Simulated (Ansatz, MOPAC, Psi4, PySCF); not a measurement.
System: C$_{3}$H$_{9}$BS, charge 0, multiplicity 1. SMILES: CB(C)SC
Coordinates optimised at B3LYP-D3(BJ)/def2-TZVP (Ansatz, a first-principles code):
```xyz
14

C      1.8124     0.6402    -0.8746
S      0.9797    -0.2174     0.5017
B     -0.7730    -0.1361     0.1361
C     -1.7281    -0.8125     1.1835
C     -1.3237     0.5703    -1.1564
H      1.4941     1.6789    -0.9317
H      2.8818     0.6054    -0.6772
H      1.6081     0.1423    -1.8201
H     -2.4438    -0.0732     1.5602
H     -1.2299    -1.2701     2.0390
H     -2.3319    -1.5812     0.6883
H     -1.0259     1.6232    -1.1924
H     -2.4121     0.5295    -1.2255
H     -0.9140     0.1156    -2.0640
```
Charge 0, spin multiplicity 1.

Quantity: vertical ionisation energy to the doublet, in eV. Conventions: 6-31G* and kin with 6d, 5d where marked; valence correlation only; non-relativistic; PM7 with its own dispersion and hydrogen-bond terms; dispersion terms only where a functional's name holds one; spin-orbit terms left out; UHF or UKS for open shells; 6-311+G** with 5d, 6d on Na to Ar in Ansatz; each state is the SCF solution reached for its charge and spin. Ab initio and DFT rows: single points at B3LYP-D3(BJ) geometries (Ansatz). Semi-empirical rows: differences of heats of formation at the shared geometry for vertical values.

```
level               program  vertical ionisation energy to the doublet (eV)
------------------  -------  ----------------------------------------------
AM1                   MOPAC                                            8.94
PM3                   MOPAC                                            9.36
PM6                   MOPAC                                            8.55
PM7                   MOPAC                                            8.67
MNDO                  MOPAC                                            9.55
HF/6-311+G**         Ansatz                                            8.34
PBE/6-31G*           Ansatz                                            9.16
B3LYP/STO-3G         Ansatz                                            7.41
B3LYP/3-21G          Ansatz                                            9.45
B3LYP/6-31G*         Ansatz                                            9.28
M06-2X/6-31G* (5d)    PySCF                                            9.44
wB97X-D/6-31G*         Psi4                                            9.35
MP2/6-31G*           Ansatz                                            9.13
MP2/6-311+G**        Ansatz                                            9.32
PBE0/def2-TZVPD      Ansatz                                            9.30
wB97M-V/def2-TZVPD   Ansatz                                            9.41
wB97X-V/def2-TZVPD   Ansatz                                            9.40
```

No value to compare with is used here. The 14 habitual levels span 7.41 (B3LYP/STO-3G) to 9.55 eV (MNDO); wB97M-V/def2-TZVPD gives 9.41.

The levels are drawn from those run, B3LYP/6-31G* more often than the rest, none by its result; left out are runs that failed, that the program found above a lower state of the same kind, or whose <S^2> lies over 0.5 above the pure value.
